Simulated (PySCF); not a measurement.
Species: C5H9NO.
Geometry (PBE0-D3(BJ)/def2-SVP, Å), atoms numbered from 1 in this order:
```xyz
16
C5H9NO angstrom
C     -0.4420    0.9544    1.4771
C     -0.1418    0.3229    0.3345
C      1.2213    0.3862   -0.2972
C      2.0929   -0.8169    0.0586
C     -1.1289   -0.5823   -0.3514
N     -2.4458   -0.3383   -0.1093
O     -0.7608   -1.4876   -1.0769
H      0.2939    1.5902    1.9780
H     -1.4082    0.8345    1.9745
H      1.7156    1.3167    0.0247
H      1.1079    0.4363   -1.3919
H      1.6132   -1.7455   -0.2787
H      2.2485   -0.8795    1.1469
H      3.0797   -0.7393   -0.4230
H     -2.7573    0.5327    0.2926
H     -3.1172   -0.9139   -0.6003
```

Computed with PySCF at PBE0/def2-SVPD, non-relativistic, on one gas-phase PBE0-D3(BJ)/def2-SVP geometry that isn't relaxed in the solvent. The solvent is an IEF-PCM continuum (cavity from Bondi-type radii × 1.2), and excitations are vertical TDDFT with non-equilibrium linear response and a frozen core. Only the electrostatic response of the medium enters.

Gas-phase singlets (H = HOMO, L = LUMO):

```json
{"state": "S1", "E (eV)": "4.619", "λ (nm)": "268", "f": "0.002", "leading configuration": "H→L 91%"}
{"state": "S2", "E (eV)": "5.887", "λ (nm)": "211", "f": "0.028", "leading configuration": "H-1→L 52%"}
{"state": "S3", "E (eV)": "6.238", "λ (nm)": "199", "f": "0.243", "leading configuration": "H-2→L 45%"}
{"state": "S4", "E (eV)": "6.966", "λ (nm)": "178", "f": "0.023", "leading configuration": "H→L+1 90%"}
{"state": "S5", "E (eV)": "7.053", "λ (nm)": "176", "f": "0.003", "leading configuration": "H-3→L 76%"}
```

Question: Give the list for chloroform (ε = 4.711), n² = 2.09.

Answer: 
```csv
state,E (eV),λ (nm),f,leading configuration,change by rank (eV)
S1,4.799,258,0.003,H→L 84%,+0.180
S2,5.807,213,0.083,H-1→L 79%,-0.080
S3,6.170,201,0.297,H-2→L 72%,-0.068
S4,7.042,176,0.002,H-3→L 75%,+0.076
S5,7.189,172,0.015,H→L+1 34%,+0.136
```

Question: Give the list for dichloromethane (ε = 8.93), n² = 2.03.

Answer: 
| state | E (eV) | λ (nm) | f | leading configuration | change by rank (eV) |
| --- | --- | --- | --- | --- | --- |
| S1 | 4.840 | 256 | 0.003 | H→L 79% | +0.221 |
| S2 | 5.805 | 214 | 0.089 | H-1→L 79% | -0.082 |
| S3 | 6.184 | 200 | 0.288 | H-2→L 73% | -0.054 |
| S4 | 7.043 | 176 | 0.002 | H-3→L 75% | +0.077 |
| S5 | 7.208 | 172 | 0.013 | H-4→L 41% | +0.155 |

Question: The ground-state energy changes by -0.310 eV from gas to dichloromethane. By how much does the total energy of gas-phase S1 change?

Answer: E(S1) = E(S0) + excitation energy, so it changes by -0.310 + 0.221 = -0.089 eV: it is lowered less than the ground state, which is what a blue shift means. This is the vertical state, with the slow part of the continuum still set for S0.

Question: How do the frontier levels move from gas to dichloromethane?

Answer: 
| orbital | gas (eV) | solvent (eV) | change (eV) | Löwdin shares, gas | Löwdin shares, solvent |
| --- | --- | --- | --- | --- | --- |
| LUMO+2 | 1.19 | 1.41 | +0.22 | H10 12 %, C4 12 %, H16 11 %, C3 10 % | C4 14 %, O7 10 %, H14 10 %, H16 9 % |
| LUMO+1 | 0.56 | 0.81 | +0.25 | C1 18 %, H15 17 %, H9 12 %, N6 10 % | C1 14 %, C5 14 %, C4 9 %, O7 8 % |
| LUMO | -1.11 | -1.04 | +0.07 | C1 27 %, C2 22 %, C5 15 %, O7 13 % | C1 27 %, C2 21 %, C5 16 %, O7 13 % |
| HOMO | -7.45 | -7.58 | -0.13 | O7 62 %, C5 9 %, C2 9 %, N6 7 % | O7 52 %, C2 13 %, C1 10 %, C5 8 % |
| HOMO-1 | -7.83 | -7.71 | +0.12 | C1 31 %, C2 27 %, N6 14 %, C3 6 % | C1 24 %, C2 22 %, N6 21 %, O7 8 % |
| HOMO-2 | -8.08 | -8.12 | -0.04 | O7 40 %, N6 34 %, C5 11 % | O7 40 %, N6 31 %, C5 11 %, C2 6 % |
| HOMO-3 | -9.48 | -9.45 | +0.03 | C3 25 %, C4 24 %, H11 12 %, H13 12 % | C3 25 %, C4 23 %, H11 13 %, H13 12 % |

The HOMO–LUMO gap goes from 6.34 to 6.54 eV. Rows go by rank; for LUMO+1 and LUMO+2 the atom shares or the degeneracy differ between the runs, so the row needn't follow one orbital.
